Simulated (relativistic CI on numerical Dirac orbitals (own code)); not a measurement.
Calculated at this level of theory: Dirac-Coulomb-Breit CI, KLI orbitals optimised for each configuration, a model potential for QED, unscaled Slater integrals (own radial code, finite nucleus).

The strongest absorption lines from the ground level of an ion, among the configurations computed and to levels below about 541 eV (vacuum wavelength in nm, gf): 2.5885 (0.17), 6.3241 (1.6), 6.6951 (0.16), 6.8906 (1.6), 6.9065 (0.75), 7.0566 (0.38), 7.6617 (0.51), 7.8506 (1.1).

(1) Which ion is it?
A. Tc21+
B. Nb21+
C. Y19+
D. Tc23+

Answers

(1) D. Tc23+ has 20 electrons and the ground level 3s²3p⁶3d² ³F2; the strongest line goes to 3s²3p⁵3d³ ¹D°2. The pattern of lines fixes the number of electrons, and along that sequence the line energies rise steadily with the charge (about as its square where n changes within one kind of shell, about linearly where n is kept but much faster in heavy ions where fine structure, which grows about as Z⁴, sets the gap, and irregularly where shells cross), which fixes Z. Configurations outside the model, such as inner-shell arrays, can give stronger lines. At this charge energies of transitions that change n are usually good to better than 1 %, and those within a shell (Δn = 0) to a few per cent. Terms inside the open d or f shell come out 10 to 20 % too wide with unscaled integrals.

LS names give the leading component of a level, which can be under half, so a name can repeat, a term be missing and a line seem to break the LS rules.
